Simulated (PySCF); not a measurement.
A run for PySCF: R-BP86/6-31G* on ammonia borane (SMILES [BH3-][NH3+]), a point of a torsion scan.

```python
from pyscf import gto, scf, dft, mp
from pyscf.data.elements import chemcore

mol = gto.M(
    atom='''
    B    -0.82594371    0.08763951   -0.00833385
    N     0.82782553   -0.03434695    0.01006133
    H    -1.19191146   -0.66055008   -0.85921665
    H    -1.05918538    1.22832021   -0.25759918
    H    -1.18202884   -0.23434146    1.08125601
    H     1.18158496    0.23099609   -0.90112270
    H     1.07846028   -0.99308269    0.21939605
    H     1.18951315    0.58770161    0.72284097
    ''',
    basis='6-31g*',
    cart=True,
    charge=0, spin=0, verbose=3, max_memory=1800)
mf = dft.RKS(mol, xc='b88,p86')
mf.conv_tol = 1e-8
mf.max_cycle = 100
mf.kernel()
if not mf.converged:
    mf = mf.newton().run(mf.mo_coeff, mf.mo_occ)
```

Task: Give the final energy of this run.

Result: -83.1982 hartree.
